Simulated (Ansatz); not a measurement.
Relaxation of the cluster CsBr2⁻ with UKS PBE0-D4/def2-TZVPD.

```sh
$ ansatz run in.yaml --threads 4 --pin off --events-out ev --progress --plain --max-ram 3916MiB
```

```yaml
crystal:
  periodic: [false, false, false]
  atoms:
    - {symbol: Cs, position_ang: [0.000010, 0.000279, -0.000448]}
    - {symbol: Br, position_ang: [2.965142, 0.931686, 1.262788]}
    - {symbol: Br, position_ang: [-2.965152, -0.931964, -1.262331]}
basis:
  gaussian: {orbitals: def2-TZVPD}
total_charge: -1
magnetization: {spin_polarized: true, initial_magnetization: 2}
hamiltonian: {xc: pbe0, dispersion: d4}
scf: {lower_state_search: "off"}
output: {orbitals: {seedname: orbitals}}
relax: {f_tol: 0.02, max_steps: 100}
```

It took 22 s on 4 threads of Arm Neoverse V1 on a shared host.

Positions (Å) and forces (eV/Å) at steps 1, 4, 6 of 6:

```xyz
3
step=1 energy=-140627.0402 eV
Cs    0.000    0.000    0.000    0.000    0.000    0.000
Br    2.965    0.932    1.263   -0.055   -0.017   -0.023
Br   -2.965   -0.932   -1.262    0.054    0.017    0.023
3
step=4 energy=-140627.0448 eV
Cs    0.005    0.019   -0.027    0.000    0.001   -0.002
Br    2.887    0.899    1.244    0.012    0.003    0.006
Br   -2.893   -0.918   -1.217   -0.012   -0.004   -0.004
3
step=6 energy=-140627.0453 eV
Cs    0.017    0.062   -0.087    0.001    0.003   -0.004
Br    2.899    0.883    1.281   -0.008   -0.004   -0.001
Br   -2.916   -0.945   -1.195    0.007    0.001    0.005
```

In the def2 sets Cs takes a core potential; there is no spin–orbit coupling. The highest occupied level of the charge -1 triplet lies above zero (up to 0.62 eV). The electron is either unbound and held by the finite basis, or the level is raised by self-interaction error. At PBE0-D4/def2-TZVPD a singlet of charge -1 lies 4.04 eV below the triplet, each at its own geometry. The structure comes from a short search, and lower isomers may exist.
